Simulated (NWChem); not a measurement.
Molecule: SiH₃Cl; SMILES [SiH3]Cl

Results from NWChem. Geometry: optimised at PBE-D3(BJ)/def2-SVP. Solvent water, SMD (1 M gas to 1 M solution), gas-phase geometry. Reactions with the solvent are ignored.

Task: Order these runs by computing time, cheapest first, and give rough ratios: PBE0/cc-pVDZ; PBE0/aug-cc-pVTZ; PBE0/cc-pVTZ.

Result: PBE0/cc-pVDZ (1), PBE0/cc-pVTZ (3), PBE0/aug-cc-pVTZ (10). Ratios are rough, from one shared machine; the cheapest took about 15 core-seconds (a rough figure). What differs between the cheapest and the dearest: solvation free energy (kcal/mol) 0.9 → 1.0; dipole in solution (D) 1.90 → 1.82.
